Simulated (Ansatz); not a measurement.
FeNF₄, that is [FeNF4]- with one electron fewer. Charge 0, multiplicity 2. Geometry B3LYP-D4/def2-SVPD; atoms count from 1.

```xyz
6

Fe    0.120    0.019   -0.165
N    -0.991   -0.158    1.371
F     0.844   -1.551   -0.031
F     1.472    0.698    0.682
F    -0.408    1.620   -0.572
F    -1.036   -0.628   -1.285
```

The relaxed charge 0 doublet is spin-contaminated (final ⟨S²⟩ up to 3.20, 0.75 for a pure state).

Estimate the Mulliken populations from the PBE0/def2-TZVPD orbitals of Ansatz.


```csv
atom,charge (e),spin (α − β),d electrons
Fe1,0.94,3.28,5.86
N2,0.48,-2.60,–
F3,-0.35,0.08,–
F4,-0.35,0.08,–
F5,-0.35,0.08,–
F6,-0.35,0.08,–
```
Mulliken values depend strongly on the basis. With diffuse functions, as here, like atoms can get unlike values, and bond orders can come out too low or too high.

Where does the spin sit?

Summed by element: Fe 3.28, N -2.60, F 0.33, of 1 unpaired in all. Largest on single atoms: Fe1 3.28, N2 -2.60, F3 0.08.

And the Mayer bond orders between heavy atoms (over 0.3)?

Fe1–N2 0.83 (1.90 Å); Fe1–F3 0.81 (1.73 Å); Fe1–F4 0.81 (1.73 Å); Fe1–F5 0.81 (1.73 Å); Fe1–F6 0.81 (1.73 Å).
